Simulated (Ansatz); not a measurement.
The cluster Cu₃H₆⁻, relaxed as a singlet with RKS r2SCAN-D4/def2-SVPD in Ansatz, starting from the GFN2-xTB geometry. Force threshold 0.02 eV/Å.

The restricted singlet is unstable towards broken spin symmetry in Hartree–Fock (as tested in another run); at r2SCAN-D4/def2-SVPD this wasn't settled. The structure comes from a short search, and lower isomers may exist.

Start:

```
atom   x (Å)   y (Å)   z (Å)
 Cu1  -0.670   1.055   0.539
 Cu2   0.644  -0.884   0.813
 Cu3   0.026  -0.171  -1.351
  H4  -1.759  -0.118  -1.427
  H5   1.552   0.444   1.593
  H6   0.243   2.200  -0.486
  H7  -0.234  -2.253   0.069
  H8   1.812  -0.232  -1.339
  H9  -1.615  -0.041   1.589
```

| step | energy (eV) | largest force component (eV/Å) | SCF passes |
| --- | --- | --- | --- |
| 1 | -133997.9617 | 1.454 | 85 |
| 2 | -133999.2464 | 0.803 | 42 |
| 3 | -133999.8116 | 0.602 | 37 |
| 4 | -134000.2525 | 0.652 | 33 |
| 5 | -134000.7163 | 0.518 | 31 |
| 6 | -134001.0881 | 0.425 | 30 |
| 7 | -134001.4109 | 0.483 | 30 |
| 8 | -134001.5292 | 0.256 | 31 |
| 9 | -134001.5582 | 0.140 | 31 |
| 10 | -134001.5648 | 0.076 | 25 |
| 11 | -134001.5676 | 0.087 | 24 |
| 13 | -134001.5694 | 0.021 | 26 |
| 15 | -134001.5696 | 0.006 | 27 |
| 17 | -134001.5698 | 0.016 | 25 |
| 19 | -134001.5708 | 0.048 | 25 |
| 21 | -134001.5763 | 0.117 | 25 |
| 23 | -134001.5903 | 0.203 | 25 |
| 25 | -134001.6312 | 0.293 | 28 |
| 27 | -134001.7428 | 0.496 | 30 |
| 29 | -134001.9442 | 0.373 | 32 |
| 31 | -134002.0894 | 0.135 | 28 |
| 33 | -134002.1880 | 0.114 | 31 |
| 35 | -134002.2898 | 0.134 | 31 |
| 37 | -134002.3585 | 0.036 | 29 |
| 38 | -134002.3625 | 0.012 | 24 |

Force components are those of the run's own axes.

End:

Cartesian coordinates in Å:
```
Cu -0.521 1.295 1.184
Cu 0.253 -0.950 0.502
Cu 0.223 -0.107 -1.818
H 0.107 0.530 -3.225
H -0.065 0.443 -0.225
H -1.007 2.732 1.497
H 0.550 -2.263 1.193
H 0.601 -1.473 -0.926
H -0.141 -0.208 1.817
```

Bonds lost: Cu1–Cu3 (atoms count from 1). Bonds formed: Cu1–H5, Cu2–H8, Cu2–H9, Cu3–H5 (atoms count from 1).

The force fell under the threshold at step 12, but the optimiser went on and released 0.793 eV more. No frequencies were taken in this run, so the end may be a saddle point.

Run time 2.8 min (4 threads of Arm Neoverse V1 on a shared host).
